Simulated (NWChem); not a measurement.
Program: NWChem. System: CH$_{3}$S, charge 0, spin multiplicity 2, at a geometry optimised with UPBE/def2-SVP. The structure started from a generated list of species. Its SCF solution wasn't tested for a lower state. Level: UMP2/def2-TZVP, 6 core orbitals frozen.

Job file:

```
start mol
memory heap 200 mb stack 900 mb global 1100 mb
geometry units angstroms nocenter noautoz noautosym
  C     -1.037369     0.474993     0.087346
  S      0.499600    -0.314045    -0.038527
  H     -1.918388    -0.179361     0.048311
  H     -1.139352     1.561936    -0.025076
  H      1.288359     0.792188     0.069119
end
basis spherical
  * library def2-tzvp
end
scf
  uhf
  nopen 1
  maxiter 100
  thresh 1e-7
  semidirect memsize 60000000 filesize 0
  # guess.movecs holds the orbitals of an unrestricted PBE0 run
  vectors input guess.movecs output mol.movecs
end
mp2
  freeze core 6
end
task mp2 energy
```

Output (cleaned and shortened):

```
             Northwest Computational Chemistry Package (NWChem) 7.3.0
             --------------------------------------------------------

                                NWChem Input Module
                                -------------------

 Scaling coordinates for geometry "geometry" by  1.889725989
 (inverse scale =  0.529177249)

                             Geometry "geometry" -> ""
                             -------------------------

 Output coordinates in angstroms (scale by  1.889725989 to convert to a.u.)

  No.       Tag          Charge          X              Y              Z
 ---- ---------------- ---------- -------------- -------------- --------------
    1 C                    6.0000    -1.03736900     0.47499300     0.08734600
    2 S                   16.0000     0.49960000    -0.31404500    -0.03852700
    3 H                    1.0000    -1.91838800    -0.17936100     0.04831100
    4 H                    1.0000    -1.13935200     1.56193600    -0.02507600
    5 H                    1.0000     1.28835900     0.79218800     0.06911900

 Effective nuclear repulsion energy (a.u.)      50.2114547713

            Nuclear Dipole moment (a.u.)
            ----------------------------
        X                 Y               Z
 ---------------- ---------------- ----------------
     0.0000094486     0.0000018897    -0.0000037795


 Summary of "ao basis" -> "" (spherical)
 ------------------------------------------------------------------------------
       Tag                 Description            Shells   Functions and Types
 ---------------- ------------------------------  ------  ---------------------
 *                         def2-tzvp                  on all atoms

 Summary of "ao basis" -> "ao basis" (spherical)
 ------------------------------------------------------------------------------
       Tag                 Description            Shells   Functions and Types
 ---------------- ------------------------------  ------  ---------------------
 C                         def2-tzvp                11       31   5s3p2d1f
 S                         def2-tzvp                13       37   5s5p2d1f
 H                         def2-tzvp                 4        6   3s1p

                                 NWChem SCF Module
                                 -----------------

  ao basis        = "ao basis"
  functions       =    86
  atoms           =     5
  alpha electrons =    13
  beta  electrons =    12
  charge          =   0.00
  wavefunction    = UHF
  use symmetry    = F
  symmetry adapt  = F

 Summary of "ao basis" -> "ao basis" (spherical)
 ------------------------------------------------------------------------------
       Tag                 Description            Shells   Functions and Types
 ---------------- ------------------------------  ------  ---------------------
 C                         def2-tzvp                11       31   5s3p2d1f
 S                         def2-tzvp                13       37   5s5p2d1f
 H                         def2-tzvp                 4        6   3s1p

 Forming initial guess at       0.0s

 Starting SCF solution at       0.0s

 ----------------------------------------------
         Quadratically convergent UHF

 Convergence threshold     :          1.000E-07
 Maximum no. of iterations :          100
 Integral*density screening:          1.000E-09
 ----------------------------------------------

              iter       energy          gnorm     gmax       time
             ----- ------------------- --------- --------- --------
                 1     -437.1084561953  6.05D-01  2.41D-01      0.8
                 2     -437.1208663012  7.45D-02  1.83D-02      0.8
                 3     -437.1227896425  4.71D-03  1.77D-03      1.2
                 4     -437.1227993466  2.92D-05  5.57D-06      1.7
                 5     -437.1227993470  9.23D-09  3.15D-09      2.4

       Final UHF  results
       ------------------

         Total SCF energy =   -437.122799346974
      One electron energy =   -702.163139529841
      Two electron energy =    214.828885411574
 Nuclear repulsion energy =     50.211454771293

                       Sz =      0.5000
                 Sz(Sz+1) =      0.7500
                      S^2 =      0.7711

        Time for solution =      2.4s

          Final alpha eigenvalues
          -----------------------

              1
    1  -91.9679
    2  -11.2664
    3   -8.9714
    4   -6.6541
    5   -6.6524
    6   -6.6509
    7   -1.0556
    8   -0.8562
    9   -0.6291
   10   -0.5557
   11   -0.4914
   12   -0.4704
   13   -0.3124
   14    0.1265
   15    0.1659
   16    0.2069
   17    0.2299
   18    0.3057
   19    0.3093
   20    0.3398
   21    0.3544
   22    0.3838
   23    0.4424

          Final beta eigenvalues
          ----------------------

              1
    1  -91.9671
    2  -11.2420
    3   -8.9705
    4   -6.6530
    5   -6.6518
    6   -6.6478
    7   -1.0210
    8   -0.7982
    9   -0.6184
   10   -0.5443
   11   -0.4698
   12   -0.3875
   13    0.1114
   14    0.1307
   15    0.1781
   16    0.2113
   17    0.2362
   18    0.3080
   19    0.3181
   20    0.3575
   21    0.3880
   22    0.3920
   23    0.4643

                    UHF Final Alpha Molecular Orbital Analysis
                    ------------------------------------------

 Vector   11  Occ=1.000000D+00  E=-4.914480D-01
              MO Center= -7.0D-02,  3.0D-02, -8.5D-02, r^2= 2.1D+00
   Bfn.  Coefficient  Atom+Function         Bfn.  Coefficient  Atom+Function
  ----- ------------  ---------------      ----- ------------  ---------------
[...]
              MO Center=  3.1D-01, -2.1D-01, -4.7D-02, r^2= 2.1D+00
   Bfn.  Coefficient  Atom+Function         Bfn.  Coefficient  Atom+Function
  ----- ------------  ---------------      ----- ------------  ---------------
    47      0.390525  2 S  py                36     -0.243077  2 S  s
    35     -0.237463  2 S  s                 50      0.236029  2 S  py
    44      0.182926  2 S  py                34      0.156050  2 S  s
    82      0.156179  5 H  s

 Vector   12  Occ=1.000000D+00  E=-3.874987D-01
              MO Center=  3.1D-01, -1.9D-01, -7.5D-03, r^2= 1.7D+00
   Bfn.  Coefficient  Atom+Function         Bfn.  Coefficient  Atom+Function
  ----- ------------  ---------------      ----- ------------  ---------------
    48      0.485879  2 S  pz                51      0.346721  2 S  pz
    45      0.216662  2 S  pz                39     -0.173282  2 S  pz

 Vector   13  Occ=0.000000D+00  E= 1.113699D-01
              MO Center= -8.1D-01,  3.7D-01,  1.3D-01, r^2= 3.0D+00
   Bfn.  Coefficient  Atom+Function         Bfn.  Coefficient  Atom+Function
  ----- ------------  ---------------      ----- ------------  ---------------
    14      0.798112  1 C  pz                51     -0.464737  2 S  pz
     8      0.262277  1 C  pz                 5      0.176559  1 C  s
    11      0.171760  1 C  pz

 Vector   14  Occ=0.000000D+00  E= 1.306645D-01
              MO Center=  4.9D-01,  6.6D-01,  4.1D-02, r^2= 4.9D+00
   Bfn.  Coefficient  Atom+Function         Bfn.  Coefficient  Atom+Function
  ----- ------------  ---------------      ----- ------------  ---------------
    83      1.482964  5 H  s                  5     -1.290773  1 C  s
    77      1.137617  4 H  s                 36     -0.851510  2 S  s
    49     -0.685586  2 S  px                50     -0.609966  2 S  py
    71      0.553201  3 H  s                 12      0.255162  1 C  px
    13     -0.237721  1 C  py                14      0.158937  1 C  pz

 Vector   15  Occ=0.000000D+00  E= 1.780675D-01
              MO Center= -4.9D-01,  2.0D-01,  2.5D-02, r^2= 7.3D+00
   Bfn.  Coefficient  Atom+Function         Bfn.  Coefficient  Atom+Function
  ----- ------------  ---------------      ----- ------------  ---------------
     5      2.760038  1 C  s                 71     -1.889478  3 H  s
    36     -1.762780  2 S  s                 77     -0.926284  4 H  s
    49      0.815607  2 S  px                83      0.768840  5 H  s
    50     -0.591549  2 S  py                13     -0.545654  1 C  py
     4      0.491899  1 C  s                  9      0.340555  1 C  px

 center of mass
 --------------
 x =   0.07003071 y =  -0.08641178 z =  -0.00364146

 moments of inertia (a.u.)
 ------------------
          32.256137487014          40.237792441599           5.978780301333
          40.237792441599          98.797385355869          -3.169454878632
           5.978780301333          -3.169454878632         130.006235135427

  Mulliken analysis of the total density
  --------------------------------------

    Atom       Charge   Shell Charges
 -----------   ------   -------------------------------------------------------
    1 C    6     6.33   0.85  1.12  0.48  0.72  0.11  1.18  1.39  0.40  0.01  0.05  0.01
    2 S   16    16.10   2.01  0.49  1.48  1.04  0.76  4.18  1.69  0.88  2.30  1.10  0.05  0.10  0.01
    3 H    1     0.86   0.26  0.49  0.09  0.02
    4 H    1     0.85   0.26  0.49  0.09  0.02
    5 H    1     0.86   0.23  0.50  0.11  0.02

  Mulliken analysis of the alpha density
  --------------------------------------

    Atom       Charge   Shell Charges
 -----------   ------   -------------------------------------------------------
    1 C    6     3.72   0.43  0.56  0.26  0.39  0.06  0.78  0.93  0.28  0.01  0.02  0.00
    2 S   16     8.07   1.00  0.24  0.74  0.52  0.38  2.09  0.85  0.45  1.16  0.55  0.03  0.06  0.01
    3 H    1     0.39   0.12  0.22  0.04  0.01
    4 H    1     0.39   0.12  0.22  0.04  0.01
    5 H    1     0.43   0.11  0.25  0.06  0.01

   Mulliken analysis of the beta density
   -------------------------------------

    Atom       Charge   Shell Charges
 -----------   ------   -------------------------------------------------------
    1 C    6     2.61   0.43  0.56  0.22  0.33  0.04  0.41  0.46  0.12  0.01  0.03  0.00
    2 S   16     8.02   1.00  0.24  0.74  0.52  0.38  2.09  0.85  0.43  1.14  0.56  0.02  0.04  0.01
    3 H    1     0.47   0.14  0.27  0.05  0.01
    4 H    1     0.47   0.14  0.27  0.05  0.01
    5 H    1     0.43   0.11  0.25  0.06  0.01

   Mulliken analysis of the spin density
   -------------------------------------

    Atom       Charge   Shell Charges
 -----------   ------   -------------------------------------------------------
    1 C    6     1.10   0.00 -0.00  0.04  0.06  0.02  0.37  0.47  0.15 -0.00 -0.00 -0.00
    2 S   16     0.05   0.00  0.00 -0.00  0.00 -0.00  0.00 -0.00  0.02  0.02 -0.01  0.01  0.02  0.00
    3 H    1    -0.08  -0.02 -0.05 -0.02  0.01
    4 H    1    -0.08  -0.01 -0.05 -0.02  0.01
    5 H    1    -0.00  -0.00 -0.00  0.00  0.00

       Multipole analysis of the density wrt the origin
       ------------------------------------------------

     L   x y z        total         alpha         beta         nuclear
     -   - - -        -----         -----         ----         -------
     0   0 0 0      0.000000    -13.000000    -12.000000     25.000000

     1   1 0 0     -0.112875      0.690732     -0.803616      0.000009
     1   0 1 0      0.440530     -0.132163      0.572691      0.000002
     1   0 0 1     -0.021130     -0.142320      0.121193     -0.000004

     2   2 0 0    -13.474736    -39.553216    -34.946058     61.024538
     2   1 1 0      1.032918     12.020015     10.016819    -21.003917
     2   1 0 1      0.191797      1.912992      1.230963     -2.952157
     2   0 2 0    -14.262334    -18.512374    -17.287316     21.537355
     2   0 1 1      0.028173     -0.966290     -0.610527      1.604989
     2   0 0 2    -17.278610     -9.984208     -7.570321      0.275920

                   NWChem MP2 Semi-direct Energy/Gradient Module
                   ---------------------------------------------

  Basis functions       =     86
  Molecular orbitals    =     86
  Frozen core           =      6
  Frozen virtuals       =      0
  Active alpha occupied =      7
  Active beta occupied  =      6
  Active alpha virtual  =     73
  Active beta virtual   =     74
  Use MO symmetry       = F
  Use skeleton AO sym   = F

  AO/Fock/Back tols     =   1.0D-09  1.0D-09  1.0D-09

 GA uses MA = F    GA memory limited = T

 Available:
  local mem=  1.26D+08
 global mem=  1.44D+08
 local disk=  0.00D+00
  mp2_memr nvloc                    73
  nvloc new                    73
   1 passes of   7:        5242880                      40627                   6493228.
   1 passes of   7: M    126149936           G      144164408           F     120907056.

 Semi-direct pass number   1 of   1  for UHF alpha       at        2.5s
  vrange nnbf                  3730
  mp2_eaftype                    24  avail_ma_in_mb                  1099
 EAF : mp2_eaftype filesize          24    3246614.
  mp2_eaf for mointskh                     24
Node 0 wrote     15.2 Mb in      0.0 s     Agg I/O rate:  3603.3 Mb/s
 Done moints_semi at        4.1s
  mp2_eaftype                    24  avail_ma_in_mb                  1075
 EAF : mp2_eaftype filesize          24    3246614.
  mp2_eaf for kh                    24
 Done maket at        4.2s
 Done multipass loop at        4.2s

 GA uses MA = F    GA memory limited = T

 Available:
  local mem=  1.26D+08
 global mem=  1.44D+08
 local disk=  0.00D+00
  mp2_memr nvloc                    74
  nvloc new                    74
   1 passes of   6:        5242880                      37278                   5643534.
   1 passes of   6: M    126149936           G      144164408           F     120907056.

 Semi-direct pass number   1 of   1  for UHF beta        at        4.2s
  vrange nnbf                  3730
  mp2_eaftype                    21  avail_ma_in_mb                  1099
 EAF : mp2_eaftype filesize          21    2821767.
  mp2_eaf for mointskh                     21
Node 0 wrote     13.2 Mb in      0.0 s     Agg I/O rate:  3095.3 Mb/s
 Done moints_semi at        5.8s
  mp2_eaftype                    21  avail_ma_in_mb                  1078
 EAF : mp2_eaftype filesize          21    2821767.
  mp2_eaf for kh                    21
 Done maket at        5.9s
 Done multipass loop at        5.9s

          -------------------------------------------
          SCF energy                -437.122799346974
          Correlation energy          -0.316812760231
          Singlet pairs                0.000000000000
          Triplet pairs                0.000000000000
          Total MP2 energy          -437.439612107205
          -------------------------------------------

          ---------------------------------------------------
                    Spin Component Scaled (SCS) MP2
          Same spin pairs                     -0.071962268722
          Same spin scaling factor             0.333333333333
          Opposite spin pairs                 -0.244850491509
          Opposite spin scaling fact.          1.200000000000
          SCS-MP2 correlation energy          -0.317808012718
          Total SCS-MP2 energy              -437.440607359692
          ---------------------------------------------------

 -----------------------
 Performance information
 -----------------------

 Timer overhead =  1.76D-07 seconds/call

               Nr. of calls         CPU time (s)                 Wall time (s)                GFlops
             ---------------    -------------------     ------------------------------   -------------------
Name         Min   Avg   Max    Min     Avg     Max     Min     Avg     Max   Mx/calls   Min     Max     Sum
mp2: moin     2     2     2    3.3     3.3     3.3      3.3     3.3     3.3     1.6      0.0     0.0     0.0
mp2: make     2     2     2   0.12    0.12    0.12     0.12    0.12    0.12    6.06E-2   0.0     0.0     0.0
mp2: tota     1     1     1    3.4     3.4     3.4      3.4     3.4     3.4     3.4      0.0     0.0     0.0

 The average no. of pstat calls per process was 5.00D+00
 with a timing overhead of 8.80D-07s

 Task  times  cpu:        5.9s     wall:        5.9s

 Total times  cpu:        5.9s     wall:        5.9s
```
